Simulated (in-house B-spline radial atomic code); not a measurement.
A fraction x of an electron is removed from 3d in Sr2+, starting from [Ar] 3d10 4s2 4p6 and keeping the highest spin. Computed with a B-spline radial code for spherical atoms: scalar-relativistic (X2C) AM05, spin-polarised, spherical fractional occupations, Fermi nucleus of rms radius 4.224 fm.

```tsv
x	E(x) - E(0) (eV)	3d down level (eV)
0	0.0000	-142.066
0.01	1.4222	-142.366
0.21	?	?
0.27	39.4590	-150.252
0.45	67.0030	-155.805
0.5	74.8322	-157.361
0.57	85.9240	-159.549
0.67	102.0360	-162.694
0.84	130.1519	-168.092
0.97	?	?
1	157.4570	-173.231
```

What belongs in the row x = 0.21?

An energy change of 30.4989 eV; 3d down at -148.418 eV.

What belongs in the row x = 0.97?

An energy change of 152.2746 eV; 3d down at -172.263 eV.

Check Janak's theorem between x = 0.27 and 0.45.

The slope of the energy is 153.02 eV; the orbital levels give 153.03 eV (-ε of the emptying orbital, averaged over the two points).
